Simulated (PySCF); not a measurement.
**Dipole response of Mn(2+) (manganese, charge +2)**

[Ar] 3d5, high-spin 6S determinant. Computed with PySCF 2.14 in aug-cc-pVTZ with one added diffuse shell each of s, p, d, f, g type (9s8p6d4f3g, 118 functions), with no relativity, point nucleus. Coupled (time-dependent) response in atomic units; α is the mean over directions.

| method | mean α (bohr³) | C₆ (like pair) | S(−4) |
| --- | --- | --- | --- |
| UHF | 3.208 | 9.350 | 4.635 |
| PBE | 4.130 | 12.22 | 10.34 |

S(−4) is the Cauchy moment in α(ω) = α(0) + S(−4) ω² + …

α(iu) at PBE:

```
u (hartree)  α(iu) (bohr³)
          0          4.130
     0.0500          4.105
      0.100          4.032
      0.200          3.780
      0.300          3.466
      0.500          2.874
      0.750          2.321
       1.00          1.924
       1.50          1.392
       2.00          1.053
       3.00         0.6593
       5.00         0.3247
```

A single London oscillator, α(iu) = α/(1 + u²/ω²), gives C₆ = (3/4) ω α². Matching the computed C₆ needs ω = 4 × 12.22 / (3 × 4.130²) = 0.955 hartree.

For an ion, C₆ is the dispersion term alone; charge-induced terms of lower order in 1/R come first.
